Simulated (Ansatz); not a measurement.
Consider the isomerisation: `[NH2][AlH][SiH2][TeH]` → `[SiH3][NH][AlH][TeH]`.

Isolated molecules relaxed with PBE0-D4/def2-TZVP in Ansatz; ΔE leaves out vibrations. CCSD(T)/CBS is the MP2 limit (def2-TZVPP, def2-QZVPP) plus CCSD(T) − MP2 in def2-TZVPP, frozen cores. DFT in def2-TZVPP. B3LYP here is the variant with VWN-RPA as its local correlation; programs differ in this. def2 core potentials past Kr. For Te outer-core shells are correlated without core-valence functions, which leaves a few kJ/mol of doubt a bond. One conformer a species, not always the lowest.

Q: Is it downhill or uphill in electronic energy at CCSD(T)/CBS, and by how much? (Best estimate.)

A: Computed: Downhill: ΔE = -1.01 eV.

Q: What do these levels give: r2SCAN-D4, B3LYP-D4, PBE, r2SCAN, PBE0, B3LYP, SCS-MP2/def2-TZVPP, CCSD/def2-TZVPP, HF/def2-QZVPP, MP2/def2-QZVPP, MP2/CBS(def2), CCSD/CBS(def2)? (An estimate is asked.)

A: Ansatz gave: r2SCAN-D4 -0.93, B3LYP-D4 -0.97, PBE -0.74, r2SCAN -0.93, PBE0 -0.83, B3LYP -0.96, SCS-MP2/def2-TZVPP -1.13, CCSD/def2-TZVPP -1.05, HF/def2-QZVPP -1.22, MP2/def2-QZVPP -1.10, MP2/CBS(def2) -1.09, CCSD/CBS(def2) -1.03 eV.

Largest T1 diagnostic among the species: 0.012.

From PBE to PBE0 (25 % exact exchange), in def2-TZVPP and without D4, ΔE moves by −0.10 eV. In def2-TZVPP, CCSD(T) changes the Hartree–Fock value by +0.18 eV (the triples alone add +0.03 eV) and MP2 by +0.10 eV.
